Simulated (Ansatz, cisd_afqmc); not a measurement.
System: Co, charge 0, quartet.

Total energies in cc-pwCVTZ-DK, 17 correlated electrons, 5 frozen orbitals. Open shells are spin-unrestricted; no spin-orbit coupling. The -DK rows use spin-free X2C, correlate 3s3p of the metal (1s2s2p frozen) and give its partners the cc-pVXZ-DK valence sets. AFQMC/CISD: phaseless, guided by CISD from CCSD amplitudes; bars are statistical, one sigma. Outlying blocks are dropped, and bars are widened where a walk drifts. Over all cases where full CI ran beside it in this data, AFQMC minus full CI had a median of +0.1 mEh and passed +0.4 mEh in a tenth of the cases. Open-shell metal atoms are single determinants, not pure terms.

```tsv
method	program	energy (Eh)	minus CCSDT(Q) (mEh)
HF	Ansatz	-1391.88766	698.58
MP2	Ansatz	-1392.59106	-4.83
CCSD	Ansatz	-1392.56736	18.88
CCSD(T)	Ansatz	-1392.58623	0.00
CCSDT(Q)	Ansatz	-1392.58624	0.00
AFQMC/CISD	cisd_afqmc	-1392.5840 ± 0.0003	2.3 ± 0.3
```

Ansatz is an electronic-structure program.
